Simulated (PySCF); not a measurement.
**Polarisability and C₆ of Ba (barium, neutral)**

[Xe] 5d2, high-spin 3F determinant (an excited configuration). Calculation: PySCF 2.14, in aug-cc-pwCVTZ-X2C with one added diffuse shell each of s, p, d, f type (12s11p9d5f, 125 functions); scalar relativity by spin-free X2C-1e. Coupled (time-dependent) response in atomic units; α is the mean over directions.

```json
{"method": "PBE0", "mean α (bohr³)": "788.5", "C₆ (like pair)": "9294", "S(−4)": "3207000"}
```

S(−4) is the Cauchy moment in α(ω) = α(0) + S(−4) ω² + …

Spin-orbit coupling is absent.

α(iu) at PBE0:

```csv
u (hartree),α(iu) (bohr³)
0,788.5
0.0500,147.4
0.100,81.76
0.200,41.58
0.300,26.98
0.500,15.46
0.750,9.667
1.00,6.709
1.50,3.816
2.00,2.495
3.00,1.355
5.00,0.6264
```

Spin-orbit coupling, absent here, splits the open shell strongly.
